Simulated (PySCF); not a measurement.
## Relaxation of doublet [Hg3S]+

Computed with PySCF, UPBE, basis S def2-SVP, Hg def2-SVP with ECP60 (scalar-relativistic core potentials, no spin–orbit coupling, density fitting). A (50,194) grid was used.

A hand-made T-shaped start, of C2v symmetry, held to at least that symmetry:

Coordinates in bohr (charge 1 multiplicity 2):
```
S     0.0000    0.0000   -1.4804
Hg    0.0000    0.0000    2.8902
Hg    4.3679    0.0000   -1.3279
Hg   -4.3679    0.0000   -1.3279
```

Optimiser trace:
| step | E − E(last) (kJ/mol) | largest gradient (Eh/bohr) |
| --- | --- | --- |
| 0 | 114.13 | 0.06741 |
| 1 | 49.32 | 0.03447 |
| 2 | 20.19 | 0.01610 |
| 3 | 10.34 | 0.00699 |
| 4 | 6.60 | 0.00373 |
| 5 | 4.18 | 0.00440 |
| 6 | 2.47 | 0.00403 |
| 7 | 0.75 | 0.00284 |
| 8 | 0.08 | 0.00092 |
| 9 | 0.00 | 0.00032 |
| 10 | 0.00 | 0.00025 |

It ends at C2v with S–Hg 2.549 Å (×2), S–Hg 2.739 Å; Hg–S–Hg 98.6° (×2), Hg–S–Hg 162.8° (after a last refinement on a finer grid). A frequency run shows a minimum. Other isomers or separated fragments may lie lower.

No spin–orbit coupling is included, which matters more the heavier the element.

The relaxation took of the order of 110 core-seconds on a shared host.
